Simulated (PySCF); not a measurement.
A mixed set of molecules.

All values: CAM-B3LYP/def2-SVPD (PySCF) at GFN2-xTB geometries, gas phase, one conformer each. Core orbitals are frozen in the response; Δα² is half the sum of the squared differences of the principal polarisabilities.

Question: Rank by dipole moment, highest first.
A. `[SiH3:1][O:2][C@:3]1([SiH3:4])[CH2:5][SiH2:6]1` with Si1–O2–C3–Si4 140°
B. `c1c(N)cccc1Cl`
C. `[SiH3:1][SiH2:2][C@@H:3]1[CH2:4][O:5][SiH2:6]1` with Si1–Si2–C3–C4 47°
D. `[SiH3:1][SiH2:2][CH:3]1[CH2:4][CH2:5][CH2:6]1` with Si1–Si2–C3–C4 -164°, Si2–C3–C4–C5 104°, C3–C4–C5–C6 13°, C4–C5–C6–C3 -13°, Si2–C3–C6–C5 -105°

Answer: B (3.04 D), C (1.48 D), A (1.33 D), D (0.85 D).

Question: Rank by mean static polarisability, highest first.
A. `[SiH3][SiH2]C1CCC1`
B. `[SiH2]1OC[C@H]1[SiH2][SiH3]`
C. `c1(cccc(c1)N)Cl`
D. `[SiH3]O[C@]1([SiH3])C[SiH2]1`

Answer: D (15.86 Å³), B (15.49 Å³), A (15.00 Å³), C (13.66 Å³).

Question: Rank by HOMO energy, highest first.
A. `C=C[C@]1([SiH3])C[SiH2]1`
B. `[SiH3][SiH2]C1CCC1`
C. `[SiH3]O[C@]1([SiH3])C[SiH2]1`
D. `[SiH3][SiH2][C@@H]1CO[SiH2]1`
E. `Nc1cccc(Cl)c1`

Answer: E (-7.40 eV), A (-7.54 eV), C (-7.67 eV), B (-9.10 eV), D (-9.25 eV).

All values together:

```
                      SMILES    formula  μ (D)  HOMO (eV)  LUMO (eV)  α (Å³)  Δα (Å³)  electrons  α per electron (Å³)
               Nc1cccc(Cl)c1    C6H6ClN   3.04      -7.40       0.64   13.66     8.72         66                0.207
          [SiH3][SiH2]C1CCC1   C4H12Si2   0.85      -9.10       0.84   15.00     4.38         64                0.234
[SiH3]O[C@]1([SiH3])C[SiH2]1  C2H10OSi3   1.33      -7.67       0.79   15.86     3.41         72                0.220
    C=C[C@]1([SiH3])C[SiH2]1   C4H10Si2   0.99      -7.54       0.53   15.28     3.90         62                0.247
[SiH3][SiH2][C@@H]1CO[SiH2]1  C2H10OSi3   1.48      -9.25       0.44   15.49     2.82         72                0.215
```

Conformers: `[SiH3:1][SiH2:2][CH:3]1[CH2:4][CH2:5][CH2:6]1` with Si1–Si2–C3–C4 -164°, Si2–C3–C4–C5 104°, C3–C4–C5–C6 13°, C4–C5–C6–C3 -13°, Si2–C3–C6–C5 -105°; `[SiH3:1][O:2][C@:3]1([SiH3:4])[CH2:5][SiH2:6]1` with Si1–O2–C3–Si4 140°; `[CH2:1]=[CH:2][C@:3]1([SiH3:4])[CH2:5][SiH2:6]1` with C1–C2–C3–Si4 146°; `[SiH3:1][SiH2:2][C@@H:3]1[CH2:4][O:5][SiH2:6]1` with Si1–Si2–C3–C4 47°.
